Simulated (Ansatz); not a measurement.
CH₄AlBFN, relaxed with RKS PBE-D4/def2-SVP in Ansatz from a rough embedded geometry. The force threshold is 0.03 eV/Å; the program also tests the step.

Total charge 0; spin multiplicity 1. The bonds changed during the relaxation, so this is another structure than the one it started from.

Start:

```xyz
9

B    -0.974   -1.114    0.012
C     0.357   -0.306    0.049
F     1.469   -1.049    0.305
N     0.552    0.542   -1.047
Al    0.380    1.549    0.552
H    -1.845   -0.936    0.838
H    -1.169   -1.956   -0.789
H     1.555    0.604   -1.315
H    -0.324    2.667    1.396
```

| step | energy (eV) | largest force (eV/Å) | largest move (Å) |
| --- | --- | --- | --- |
| 1 | -12561.4587 | 2.412 | 0.000 |
| 2 | -12561.9974 | 1.674 | 0.197 |
| 3 | -12562.3774 | 1.623 | 0.192 |
| 4 | -12562.6562 | 0.887 | 0.200 |
| 5 | -12562.8442 | 1.118 | 0.199 |
| 6 | -12562.9448 | 0.782 | 0.197 |
| 7 | -12563.0189 | 0.708 | 0.195 |
| 8 | -12563.0832 | 0.529 | 0.196 |
| 9 | -12563.1278 | 0.558 | 0.159 |
| 10 | -12563.1904 | 0.771 | 0.081 |
| 11 (rejected) | -12563.1695 | 1.651 | 0.195 |
| 12 | -12563.2655 | 0.635 | 0.097 |
| 13 | -12563.3311 | 0.711 | 0.099 |
| 14 | -12563.3419 | 0.501 | 0.150 |
| 15 | -12563.3623 | 0.219 | 0.062 |
| 16 (rejected) | -12563.3605 | 0.427 | 0.087 |
| 17 | -12563.3681 | 0.041 | 0.043 |
| 18 | -12563.3697 | 0.085 | 0.046 |
| 19 | -12563.3718 | 0.108 | 0.067 |
| 20 | -12563.3782 | 0.188 | 0.195 |
| 21 | -12563.3909 | 0.390 | 0.185 |
| 22 | -12563.4326 | 0.600 | 0.194 |
| 23 | -12563.4716 | 0.371 | 0.107 |
| 24 (rejected) | -12563.4454 | 0.632 | 0.074 |
| 25 | -12563.4827 | 0.159 | 0.036 |
| 26 | -12563.4840 | 0.066 | 0.017 |
| 27 | -12563.4842 | 0.092 | 0.012 |
| 28 | -12563.4846 | 0.048 | 0.006 |
| 29 | -12563.4847 | 0.021 | 0.008 |

End:

```xyz
9

B    -0.627   -0.751   -0.165
C     0.786   -0.494    0.484
F     1.902   -1.241    0.427
N     0.343    0.303   -0.814
Al   -0.044    1.187    0.811
H    -1.525   -0.062    0.497
H    -1.089   -1.698   -0.758
H     0.815    0.134   -1.704
H    -0.560    2.622    1.220
```

It took 54 s on 2 threads of an Arm Neoverse V2 on a shared host, with 0.18 GiB of host memory at the peak.
